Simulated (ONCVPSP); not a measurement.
Logarithmic derivatives: selenium (Se), ONCV

- Element: Se
- Generator: ONCVPSP 4.0.1
- Type: optimised norm-conserving Vanderbilt (ONCV)
- Functional: PBE
- Relativity: scalar-relativistic
- Frozen core: [Ne] 3s2
- Valence charge: 22
- Reference configuration: 3p6 3d10 4s2 4p3.5 (charge +0.5)
- Partial waves: 4s: rc 1.35 bohr, ncon 4, nbas 7, qcut 5 1/bohr, 2 projectors, debl 2.7 Ha; 3p+4p: rc 0.80 bohr, ncon 4, nbas 8, qcut 13.6 1/bohr, 3 projectors, debl 2.5 Ha; 3d: rc 0.80 bohr, ncon 5, nbas 10, qcut 23.3 1/bohr, 2 projectors, debl 1.9 Ha
- Local potential: polynomial inside 0.70 bohr (lpopt 1, dvloc0 0 Ha)
- Core correction: Teter function fitted to the true core (icmod 2), fcfact 0.2

In the d channel the program set the typed energies aside and used -2.136, 0.250 Ha.

The phase is arctan(r·R′/R) of the radial function R(r), unwrapped; energies in Ha, scanned from -7 to 5 Ha. A pole is an energy at which the radial function vanishes at the test radius. The pseudo phase is shifted by a multiple of π to meet the all-electron one at the reference energy, and phase errors are pseudo minus all-electron; the curves can meet again beyond the range given. Levels narrower than the energy grid can be missing from the lists of poles.

```
channel  radius (bohr)  reference energy (Ha)  poles, all-electron  poles, pseudo  unbroken range about the reference energy with phases within 0.05 rad  phase error 1 Ha above the reference energy (rad)
      s           1.37                  -0.80                 4.38    -2.50, 4.37                                                             above -2.3                                             +0.000
      p           0.81                  -0.40                -2.38          -2.38                                                        the whole range                                             +0.000
      d           0.81                  -2.14                 0.74           0.74                                                        the whole range                                             -0.000
```

Note: ghosts flagged at negative energy: s at -68.2 eV; no localised positive-energy state flagged. A true bound ghost makes a file unfit for plane-wave use.

Phases in the d channel:

```
E (Ha)  all-electron  pseudo
 -6.96         0.839   0.839
 -6.64         0.785   0.785
 -6.32         0.720   0.720
 -6.00         0.643   0.643
 -5.68         0.550   0.550
 -5.36         0.437   0.437
 -5.04         0.301   0.301
 -4.72         0.140   0.140
 -4.40        -0.044  -0.044
 -4.08        -0.242  -0.242
 -3.76        -0.441  -0.441
 -3.44        -0.626  -0.626
 -3.12        -0.789  -0.789
 -2.80        -0.927  -0.927
 -2.48        -1.042  -1.042
 -2.16        -1.138  -1.138
 -1.84        -1.218  -1.218
 -1.52        -1.285  -1.285
 -1.20        -1.343  -1.343
 -0.88        -1.392  -1.392
 -0.56        -1.435  -1.435
 -0.24        -1.474  -1.474
  0.08        -1.508  -1.508
  0.40        -1.540  -1.540
  0.72        -1.569  -1.569
  1.04        -1.596  -1.596
  1.36        -1.621  -1.621
  1.68        -1.645  -1.645
  2.00        -1.669  -1.669
  2.32        -1.691  -1.691
  2.64        -1.714  -1.714
  2.96        -1.736  -1.736
  3.28        -1.758  -1.758
  3.60        -1.781  -1.781
  3.92        -1.804  -1.804
  4.24        -1.829  -1.829
  4.56        -1.854  -1.854
  4.88        -1.881  -1.880
```
